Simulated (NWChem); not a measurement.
System: H₃O cation; SMILES [OH3+]

Results from NWChem. Pople sets run with spherical d functions. Each level has its own optimisation; frequencies are unscaled.

| level | r H–O (Å) | highest harmonic frequency (cm⁻¹) | lowest (cm⁻¹) | zero-point energy (kcal/mol) |
|---|---|---|---|---|
| LDA (Slater exchange, VWN5)/def2-SVP | 0.994 | 3586 | 656 | 20.5 |
| BP86/def2-TZVP | 0.990 | 3555 | 830 | 21.0 |
| B3LYP/3-21G | 0.995 | 3589 | 481 | 20.7 |
| Hartree-Fock/STO-3G | 0.990 | ? | ? | ? |
| B3LYP/6-31G* | 0.989 | 3597 | 899 | 21.5 |

**Question.** Complete the blanks.

**Answer.** 
- Hartree-Fock/STO-3G, highest harmonic frequency (cm⁻¹): 4308
- Hartree-Fock/STO-3G, lowest (cm⁻¹): 847
- Hartree-Fock/STO-3G, zero-point energy (kcal/mol): 24.8
